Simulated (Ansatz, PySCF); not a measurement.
C₂H₇FGe, SMILES C[CH2][GeH2][F]. Atoms are numbered in the order given.

```xyz
11

Ge     0.5417     0.3792    -0.1458
F      1.2003    -0.8738     0.8987
C     -1.2325    -0.2497    -0.6826
C     -2.1319    -0.5691     0.5155
H      0.4868     1.6550     0.7216
H      1.5315     0.5216    -1.3206
H     -1.6808     0.5253    -1.3285
H     -1.0841    -1.1397    -1.3163
H     -1.6710    -1.3320     1.1619
H     -2.3108     0.3242     1.1361
H     -3.1142    -0.9497     0.1920
```

Geometry optimised at B3LYP-D3(BJ)/def2-SVP. The values are those of a single conformer.

Two levels are set side by side: PBE-D3(BJ)/def2-SVP (Ansatz, a quantum-chemistry and plane-wave program) and B3LYP-D3(BJ)/def2-SVP (Ansatz). Each level has its own optimised geometry; the coordinates shown are those of the second. Frequencies come from the Hessian of PySCF at each geometry. Differences are taken from unrounded values.

```json
[
 {"quantity": "mean bond length (Å)", "B3LYP-D3(BJ)": "1.385"},
 {"quantity": "bond Ge1–F2 (Å)", "B3LYP-D3(BJ)": "1.759"},
 {"quantity": "bond Ge1–C3 (Å)", "B3LYP-D3(BJ)": "1.957"},
 {"quantity": "bond C3–C4 (Å)", "B3LYP-D3(BJ)": "1.532"},
 {"quantity": "bond Ge1–H5 (Å)", "B3LYP-D3(BJ)": "1.544"},
 {"quantity": "bond Ge1–H6 (Å)", "B3LYP-D3(BJ)": "1.543"},
 {"quantity": "bond C3–H7 (Å)", "B3LYP-D3(BJ)": "1.104"},
 {"quantity": "bond C3–H8 (Å)", "B3LYP-D3(BJ)": "1.103"},
 {"quantity": "bond C4–H9 (Å)", "B3LYP-D3(BJ)": "1.101"},
 {"quantity": "bond C4–H10 (Å)", "B3LYP-D3(BJ)": "1.102"},
 {"quantity": "bond C4–H11 (Å)", "B3LYP-D3(BJ)": "1.102"},
 {"quantity": "highest harmonic wavenumber (cm⁻¹)", "B3LYP-D3(BJ)": "3118"},
 {"quantity": "mean harmonic wavenumber (cm⁻¹)", "B3LYP-D3(BJ)": "1349"},
 {"quantity": "zero-point energy (kcal/mol)", "B3LYP-D3(BJ)": "52.08"}
]
```

### Question
What does PBE-D3(BJ) give, and how far is it from B3LYP-D3(BJ)? (The exact figures need the calculation; the answer reports its results.)

### Answer

```csv
quantity,PBE-D3(BJ),PBE-D3(BJ) minus B3LYP-D3(BJ)
mean bond length (Å),1.392,0.007
bond Ge1–F2 (Å),1.770,0.011
bond Ge1–C3 (Å),1.962,0.004
bond C3–C4 (Å),1.532,0.000
bond Ge1–H5 (Å),1.555,0.011
bond Ge1–H6 (Å),1.553,0.011
bond C3–H7 (Å),1.112,0.008
bond C3–H8 (Å),1.110,0.008
bond C4–H9 (Å),1.109,0.008
bond C4–H10 (Å),1.110,0.007
bond C4–H11 (Å),1.109,0.007
highest harmonic wavenumber (cm⁻¹),3065,-53
mean harmonic wavenumber (cm⁻¹),1314,-35
zero-point energy (kcal/mol),50.72,-1.35
```

Exact exchange shortens and stiffens bonds; PBE has none. Differences between two approximate levels are no errors against the true value.
